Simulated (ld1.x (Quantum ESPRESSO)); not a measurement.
## An all-electron radial function and its pseudo partner (bromine (Br))

Columns: radius, all-electron u(r) and pseudo u(r) of the 4s shell (level -20.13 eV) of bromine in the configuration [Ar] 3d10 4s2 4p5; PBEsol, scalar-relativistic, TM scheme, ld1.x (Quantum ESPRESSO) 7.5.

| r (bohr) | all-electron | pseudo |
| --- | --- | --- |
| 0.082 | -0.1600 | -0.0225 |
| 0.165 | -0.2127 | -0.0467 |
| 0.248 | 0.0954 | -0.0739 |
| 0.330 | 0.3467 | -0.1053 |
| 0.413 | 0.4291 | -0.1434 |
| 0.495 | 0.3661 | -0.1891 |
| 0.578 | 0.2144 | -0.2452 |
| 0.660 | 0.0268 | -0.3112 |
| 0.742 | -0.1652 | -0.3875 |
| 0.825 | -0.3444 | -0.4730 |
| 0.908 | -0.4982 | -0.5625 |
| 0.990 | -0.6219 | -0.6488 |
| 1.072 | -0.7175 | -0.7262 |
| 1.155 | -0.7878 | -0.7896 |
| 1.238 | -0.8345 | -0.8347 |
| 1.320 | -0.8608 | -0.8608 |
| 1.402 | -0.8705 | -0.8705 |
| 1.485 | -0.8667 | -0.8667 |
| 1.568 | -0.8518 | -0.8518 |
| 1.650 | -0.8288 | -0.8288 |
| 1.733 | -0.7991 | -0.7991 |
| 1.815 | -0.7654 | -0.7654 |
| 1.898 | -0.7282 | -0.7282 |
| 1.980 | -0.6897 | -0.6897 |
| 2.062 | -0.6503 | -0.6503 |
| 2.145 | -0.6104 | -0.6104 |

Problem. How many radial nodes do the two functions have?

Solution. The all-electron 4s function has n − l − 1 = 3 (the table is too coarse to show those close to the nucleus); the pseudo-wave has 0, since the states of the same l below it are removed with the core.

Problem. At about which radius was the pseudo-wave matched?

Solution. 1.45 bohr. The columns agree to 0.0005 from 1.24 bohr on; several derivatives are matched, so the curves merge somewhat inside the radius.

Problem. Is the pseudo-wave norm-conserving?

Solution. Yes: the TM scheme keeps the norm inside the radius equal to the all-electron one, which fixes the energy derivative of the logarithmic derivative at the level.
